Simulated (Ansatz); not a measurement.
Z-matrix (Å, degrees):
```
B
O 1 1.3623
H 2 0.9712 1 112.45
C 1 1.4802 2 150.23 3 -180.00
C 4 1.3616 1 62.86 2 179.99
H 4 1.0905 5 136.86 1 -179.99
H 5 1.0909 4 136.77 6 0.01
```
Charge 0, multiplicity 1.

The numbers are results of Ansatz (a program for electronic structure) with frozen-core CCSD(T)/cc-pVTZ // PBE-D3(BJ)/def2-TZVP, not measurements.

```json
{
  "HF energy": "-177.08512 Ha",
  "MP2 correlation energy": "-0.63806 Ha"
}
```

**Question.** Estimate the CCSD correlation energy, the (T) correction, the total energy and the T1 diagnostic.

**Answer.** 
```yaml
CCSD correlation energy: -0.65578 Ha
"(T) correction": -0.02967 Ha
CCSD(T) total energy: -177.77057 Ha
T1 diagnostic: 0.012
```
